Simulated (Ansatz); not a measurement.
`FB(Cl)Br` → `Cl[B]Br`• + F•  (homolysis of the B–F bond)

Program: Ansatz. Geometries: PBE0-D4/def2-TZVP. ΔE: electronic, gas phase. CBS: MP2 limit from def2 TZ/QZ plus the TZ coupled-cluster correction, frozen cores. This one scheme is used for every species, atoms too. Functionals use def2-TZVPP. No spin–orbit coupling; open shells (•) take unrestricted orbitals. Spin–orbit coupling would lower the free atoms: a little for F. For Br outer-core shells are correlated without core-valence functions, so the limit isn't a true one: a few kJ/mol of doubt a bond, and 10 to 20 or more in all where bonds break to atoms. Scalar relativity is left out up to krypton.

| level | ΔE (kcal/mol) |
| --- | --- |
| revPBE-D4 | 161.0 |
| PBE-QIDH | 163.6 |
| r2SCAN | 162.1 |
| MP2/def2-SVP | 168.1 |

Task: What does CCSD(T)/CBS give? (Estimate.)

Result: The calculation gave: +167.0 kcal/mol. The listed levels differ from it by -6.0, -3.4, -4.9, 1.1 kcal/mol.

Largest T1 diagnostic among the species: 0.013.

In def2-TZVPP, CCSD(T) changes the Hartree–Fock value by +37.7 kcal/mol (the triples alone add +2.3 kcal/mol) and MP2 by +45.6 kcal/mol; breaking electron pairs costs correlation energy, which Hartree–Fock lacks. At CCSD(T), def2-SVP lies −6.4 kcal/mol from the extrapolated value and def2-TZVPP −3.7 kcal/mol: correlation converges slowly with the basis, and small sets miss more of it in the bonded molecule than in its fragments. From r2SCAN to r2SCAN0 (25 % exact exchange), in def2-TZVPP and without D4, ΔE moves by −4.0 kcal/mol: exact exchange takes away binding that semilocal exchange gives to molecules.

CCSD(T)/CBS has its own doubt, a few kJ/mol and more with outer-core shells, so smaller differences from it don't rank the levels.
